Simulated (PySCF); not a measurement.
## Two-component Hartree-Fock for Tb⁺ (terbium, charge +1)

Start: [Xe] 4f8 5d1 6s1; 4f5/2 filled at m_j = +5/2; 4f7/2 filled at m_j = -5/2, -3/2, -1/2, +1/2, +3/2, +5/2, +7/2; 5d5/2 filled at m_j = +5/2; 6s1/2 filled at m_j = +1/2. Calculated with PySCF 2.14 in x2c-TZVPall-2c (11s11p10d4f1g, 131 functions): generalised Hartree-Fock with the X2C-1e Hamiltonian and a Gaussian nucleus; spin-orbit coupling (SO) screened by Boettger's factors. This is a chosen level, not necessarily the ground level.

```tsv
spinor shell	electrons	ε, screened SO (eV)	weight of nominal j (screened SO)	rms radius, screened SO (bohr)
1s1/2	2	-52259.3	1.000	0.0245
2s1/2	2	-8795.7	1.000	0.0989
2p1/2	2	-8342.1	1.000	0.0847
2p3/2	4	-7590.8	1.000	0.0912
3s1/2	2	-2013.5	1.000	0.255
3p1/2	2	-1816.0	1.000	0.246
3p3/2	4	-1657.1	1.000	0.260
3d3/2	4	-1320.8	0.996	0.232
3d5/2	6	-1285.5	0.997	0.236
4s1/2	2	-433.92	1.000	0.575
4p1/2	2	-355.99	0.976	0.591
4p3/2	4	-317.95	0.988	0.620
4d3/2	4	-191.99	0.715	0.668
4d5/2	6	-175.94	0.810	0.674
5s1/2	2	-68.796	1.000	1.41
5p1/2	2	-44.801	0.892	1.58
5p3/2	4	-39.062	0.946	1.69
4f7/2	7	-29.504	0.514	0.902
4f5/2	1	-21.799	0.811	0.945
5d5/2	1	-12.387	1.000	2.79
6s1/2	1	-11.712	0.991	3.95
```

```
   quantity   screened SO
E (hartree)  -11708.66409
        M_J             9
       ⟨J²⟩        90.077
       ⟨L²⟩        30.529
       ⟨S²⟩        19.828
```

Each row is a mean over spinors that exchange with the open shell spreads, by up to 16.980 eV (4d5/2).

Rows whose weight is well below 1 are mixtures of j = l ± 1/2: exchange outweighs spin-orbit coupling there, and the label is only the starting occupation.

⟨J²⟩ departs a little from M_J(M_J + 1) because the unrestricted spinors polarise the closed shells.

Breit and QED terms are absent; they matter most for the inner s and p1/2 levels.

Densities and radii are taken from the X2C orbitals without a picture-change correction, which distorts them close to the nucleus.
